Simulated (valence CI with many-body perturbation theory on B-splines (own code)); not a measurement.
# Level structure of In³⁶⁺

Computed by valence CI with perturbative core correlation (CI+MBPT): three valence electrons over a frozen Dirac-Fock core [Ne], a basis of 11 s, 11 p, 9 d, 7 f, 5 g, 2 h, 1 i functions for each j, with the one-electron correlation potential Σ1 (screened to all orders), the two-electron term Σ2, the three-electron term Σ3, Breit, model QED; selected single and double excitations, second order for the rest (own B-spline code, finite nucleus).

The last digits are not significant, and no measured levels were compared; by estimate large intervals hold to a few tenths of a per cent, small ones and those within an open d or f shell to about a per cent.

Levels 1 to 45 of 71, with energies above the lowest level, (3s^2 3p1/2) J=1/2. "Leading %" is the weight of the configuration and term that name the level; weights of strongly mixed levels are sums over their largest components and can fall short. In the jj column 3d3/2^4 stands for four electrons in 3d with j = 3/2.

| No. | Configuration | Term | J | E (eV) | Leading % | Second component | Leading jj |
| --- | --- | --- | --- | --- | --- | --- | --- |
| 1 | 3s²3p | ²P° | 1/2 | 0.00 | 99 |  | 3s^2 3p1/2 (99 %) |
| 2 | 3s²3p | ²P° | 3/2 | 52.37 | 98 |  | 3s^2 3p3/2 (98 %) |
| 3 | 3s3p² | ⁴P | 1/2 | 86.67 | 72 | 21 % 3s3p² ²S | 3s 3p1/2^2 (91 %) |
| 4 | 3s3p² | ⁴P | 3/2 | 124.96 | 94 | 4 % 3s3p² ²D | 3s 3p1/2 3p3/2 (98 %) |
| 5 | 3s3p² | ⁴P | 5/2 | 134.40 | 52 | 45 % 3s3p² ²D | 3s 3p1/2 3p3/2 (93 %) |
| 6 | 3s3p² | ²D | 3/2 | 148.15 | 67 | 17 % 3s3p² ²P | 3s 3p1/2 3p3/2 (82 %) |
| 7 | 3s3p² | ²P | 1/2 | 156.63 | 71 | 18 % 3s3p² ⁴P | 3s 3p1/2 3p3/2 (88 %) |
| 8 | 3s3p² | ⁴P | 5/2 | 179.50 | 42 | 32 % 3s3p² ²D | 3s 3p3/2^2 (73 %) |
| 9 | 3s²3d | ²D | 3/2 | 188.67 | 79 | 15 % 3s3p² ²P | 3s^2 3d3/2 (79 %) |
| 10 | 3s²3d | ²D | 5/2 | 205.01 | 70 | 22 % 3s3p² ²D | 3s^2 3d5/2 (70 %) |
| 11 | 3s3p² | ²S | 1/2 | 209.41 | 69 | 20 % 3s3p² ²P | 3s 3p3/2^2 (94 %) |
| 12 | 3s3p² | ²P | 3/2 | 214.32 | 65 | 24 % 3s3p² ²D | 3s 3p3/2^2 (89 %) |
| 13 | 3p³ | ²P° | 3/2 | 238.32 | 33 | 27 % 3p³ ²D° | 3p1/2^2 3p3/2 (80 %) |
| 14 | 3s3p3d | ⁴F° | 3/2 | 251.82 | 82 | 11 % 3s3p3d ²D° | 3s 3p1/2 3d3/2 (91 %) |
| 15 | 3s3p3d | ⁴F° | 5/2 | 257.36 | 57 | 19 % 3s3p3d ²D° | 3s 3p1/2 3d3/2 (85 %) |
| 16 | 3s3p3d | ²D° | 5/2 | 270.40 | 29 | 24 % 3s3p3d ⁴P° | 3s 3p1/2 3d5/2 (82 %) |
| 17 | 3s3p3d | ⁴D° | 1/2 | 272.99 | 74 | 18 % 3s3p3d ²P° | 3s 3p1/2 3d3/2 (91 %) |
| 18 | 3s3p3d | ⁴D° | 3/2 | 273.28 | 51 | 27 % 3s3p3d ⁴P° | 3s 3p1/2 3d3/2 (70 %) |
| 19 | 3s3p3d | ⁴F° | 7/2 | 275.40 | 66 | 20 % 3s3p3d ⁴D° | 3s 3p1/2 3d5/2 (86 %) |
| 20 | 3p³ | ⁴S° | 3/2 | 276.55 | 45 | 26 % 3s3p3d ²D° | 3p1/2 3p3/2^2 (56 %) |
| 21 | 3s3p3d | ⁴P° | 5/2 | 279.84 | 29 | 24 % 3p³ ²D° | 3s 3p1/2 3d5/2 (69 %) |
| 22 | 3s3p3d | ²F° | 5/2 | 296.37 | 60 | 37 % 3p³ ²D° | 3p1/2 3p3/2^2 (37 %) |
| 23 | 3p³ | ²P° | 1/2 | 299.37 | 83 | 15 % 3s3p3d ²P° | 3p1/2 3p3/2^2 (83 %) |
| 24 | 3p³ | ²D° | 3/2 | 303.74 | 32 | 24 % 3s3p3d ²D° | 3p1/2 3p3/2^2 (38 %) |
| 25 | 3s3p3d | ⁴F° | 9/2 | 312.90 | 100 |  | 3s 3p3/2 3d5/2 (100 %) |
| 26 | 3s3p3d | ⁴D° | 5/2 | 313.91 | 57 | 14 % 3s3p3d ⁴F° | 3s 3p3/2 3d3/2 (83 %) |
| 27 | 3s3p3d | ⁴P° | 3/2 | 313.96 | 44 | 39 % 3s3p3d ⁴D° | 3s 3p3/2 3d3/2 (95 %) |
| 28 | 3s3p3d | ⁴P° | 1/2 | 314.50 | 89 | 11 % 3s3p3d ⁴D° | 3s 3p3/2 3d3/2 (97 %) |
| 29 | 3s3p3d | ⁴D° | 7/2 | 315.15 | 62 | 28 % 3s3p3d ⁴F° | 3s 3p3/2 3d3/2 (57 %) |
| 30 | 3s3p3d | ²D° | 3/2 | 325.02 | 30 | 26 % 3s3p3d ²P° | 3s 3p3/2 3d5/2 (74 %) |
| 31 | 3s3p3d | ²D° | 5/2 | 327.75 | 48 | 34 % 3s3p3d ⁴P° | 3s 3p3/2 3d5/2 (92 %) |
| 32 | 3s3p3d | ²D° | 3/2 | 333.91 | 57 | 18 % 3p³ ²P° | 3s 3p3/2 3d3/2 (64 %) |
| 33 | 3s3p3d | ²F° | 7/2 | 337.19 | 94 | 5 % 3s3p3d ⁴D° | 3s 3p3/2 3d5/2 (71 %) |
| 34 | 3s3p3d | ²F° | 5/2 | 344.47 | 78 | 12 % 3s3p3d ²D° | 3s 3p3/2 3d3/2 (88 %) |
| 35 | 3s3p3d | ²P° | 1/2 | 345.75 | 80 | 15 % 3s3p3d ⁴D° | 3s 3p3/2 3d3/2 (64 %) |
| 36 | 3s3p3d | ²F° | 7/2 | 347.30 | 82 | 13 % 3s3p3d ⁴D° | 3s 3p3/2 3d5/2 (84 %) |
| 37 | 3s3p3d | ²P° | 1/2 | 353.94 | 84 | 14 % 3p³ ²P° | 3s 3p3/2 3d5/2 (62 %) |
| 38 | 3s3p3d | ²P° | 3/2 | 358.64 | 84 | 7 % 3s3p3d ²D° | 3s 3p3/2 3d5/2 (92 %) |
| 39 | 3s3p3d | ²D° | 5/2 | 360.12 | 67 | 17 % 3s3p3d ²F° | 3s 3p3/2 3d5/2 (84 %) |
| 40 | 3p²3d | ⁴F | 3/2 | 362.47 | 45 | 23 % 3p²3d ²D | 3p1/2^2 3d3/2 (96 %) |
| 41 | 3p³ | ²P° | 3/2 | 369.59 | 32 | 22 % 3p³ ²D° | 3p3/2^3 (57 %) |
| 42 | 3p²3d | ⁴F | 5/2 | 379.14 | 29 | 26 % 3p²3d ⁴D | 3p1/2^2 3d5/2 (88 %) |
| 43 | 3p²3d | ²F | 5/2 | 400.49 | 57 | 32 % 3p²3d ⁴F | 3p1/2 3p3/2 3d3/2 (88 %) |
| 44 | 3p²3d | ⁴F | 3/2 | 405.41 | 36 | 35 % 3p²3d ²P | 3p1/2 3p3/2 3d3/2 (94 %) |
| 45 | 3p²3d | ²F | 7/2 | 407.05 | 38 | 30 % 3p²3d ²G | 3p1/2 3p3/2 3d3/2 (80 %) |

The ionisation energy to 3s² ¹S0 of the next ion comes out as 2396.6 eV (NIST: 2373 ± 11 eV (semi-empirical), further off than twice its uncertainty). All 71 levels together are meant to be complete up to 477.36 eV.
